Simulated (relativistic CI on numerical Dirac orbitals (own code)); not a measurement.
## Radial parameters of I²³⁺

Method of calculation: Dirac-Coulomb-Breit CI, KLI orbitals optimised for each configuration, QED by a radiative potential, unscaled Slater integrals (own radial code, finite nucleus).

Slater integrals F^k, G^k are unscaled and averaged over j, outside the closed core [Ar] 3d10; ζ comes from projecting the Hamiltonian with its Breit term on Σ l·s of the shell.

- 4s4p: G^1(4s,4p) = 202370, ζ(4p) = 85717 cm⁻¹; <r>(4s) = 0.6507, <r^2>(4s) = 0.4751, <r>(4p) = 0.6684, <r^2>(4p) = 0.5042 (bohr units).
- 4p²: F^2(4p,4p) = 154240, ζ(4p) = 85611 cm⁻¹; <r>(4p) = 0.669, <r^2>(4p) = 0.5051 (bohr units).
- 4s4d: G^2(4s,4d) = 147970, ζ(4d) = 9941.9 cm⁻¹; <r>(4s) = 0.651, <r^2>(4s) = 0.4755, <r>(4d) = 0.6834, <r^2>(4d) = 0.5329 (bohr units).

Averages of the first 10 configurations, taken without configuration mixing, which lowers the lowest level and can move excited configurations by several eV; other configurations of the list can lie among them:

```tsv
Configuration	Parity	States	Average energy above the lowest level (eV)
4s²	even	1	1.8
4s4p	odd	12	59.0
4p²	even	15	123.0
4s4d	even	20	151.0
4d²	even	45	303.1
4s4f	odd	28	241.7
4p4d	odd	60	212.1
4f²	even	91	483.3
4p4f	even	84	303.0
4d4f	odd	140	392.5
```
